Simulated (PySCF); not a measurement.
C3H7B.
SMILES with atom numbers: `[BH2:1][C:2](=[CH2:3])[CH3:4]` (hydrogens: H5, H6 on B1; H7, H8 on C3; H9, H10, H11 on C4)

The calculation used EOM-IP-CCSD/aug-cc-pVDZ in PySCF, restricted Hartree–Fock reference, 4 core orbitals frozen, non-relativistic, gas phase, PBE0-D3(BJ)/def2-SVP geometry.

The vertical ionisation energies are 10.16, 11.34, 11.93, 12.93, 14.40, 14.69, 15.06, 16.66 eV.

Task: Which Hartree–Fock orbital leads each hole, and what is its Koopmans value −ε?

Result: 
```json
{"leading hole (HF orbital)": "HOMO", "Koopmans (eV)": "10.04", "EOM-IP-CCSD (eV)": "10.16", "change (eV)": "+0.12", "one-hole share": "0.96"}
{"leading hole (HF orbital)": "HOMO-1", "Koopmans (eV)": "12.46", "EOM-IP-CCSD (eV)": "11.34", "change (eV)": "-1.12", "one-hole share": "0.95"}
{"leading hole (HF orbital)": "HOMO-2", "Koopmans (eV)": "12.72", "EOM-IP-CCSD (eV)": "11.93", "change (eV)": "-0.79", "one-hole share": "0.95"}
{"leading hole (HF orbital)": "HOMO-3", "Koopmans (eV)": "14.02", "EOM-IP-CCSD (eV)": "12.93", "change (eV)": "-1.09", "one-hole share": "0.95"}
{"leading hole (HF orbital)": "HOMO-4", "Koopmans (eV)": "15.33", "EOM-IP-CCSD (eV)": "14.40", "change (eV)": "-0.93", "one-hole share": "0.95"}
{"leading hole (HF orbital)": "HOMO-5", "Koopmans (eV)": "15.84", "EOM-IP-CCSD (eV)": "14.69", "change (eV)": "-1.15", "one-hole share": "0.94"}
{"leading hole (HF orbital)": "HOMO-6", "Koopmans (eV)": "16.45", "EOM-IP-CCSD (eV)": "15.06", "change (eV)": "-1.39", "one-hole share": "0.93"}
{"leading hole (HF orbital)": "HOMO-7", "Koopmans (eV)": "18.32", "EOM-IP-CCSD (eV)": "16.66", "change (eV)": "-1.66", "one-hole share": "0.91"}
```

Task: Does the order of the lines follow the orbital energies?

Result: Yes, no two lines change places. The corrections run from -1.66 to +0.12 eV, with a mean of -1.00 eV over the 8 lines; EOM-IP-CCSD lies above the Koopmans value for HOMO. Koopmans values leave out both the relaxation of the orbitals and the change in correlation energy.

Task: At what kinetic energies would He I light (21.22 eV) eject these electrons?

Result: 11.06 eV (HOMO), 9.88 eV (HOMO-1), 9.29 eV (HOMO-2), 8.29 eV (HOMO-3), 6.82 eV (HOMO-4), 6.53 eV (HOMO-5), 6.16 eV (HOMO-6), 4.56 eV (HOMO-7).

One root was sought for each valence orbital with −ε under 21 eV, eight at most, so deeper holes and satellites are missing; no vibrational structure.

Time: 1.7 min wall; peak memory 2.9 GiB. Hardware: Intel Xeon 6975P-C, one thread, on a shared host.
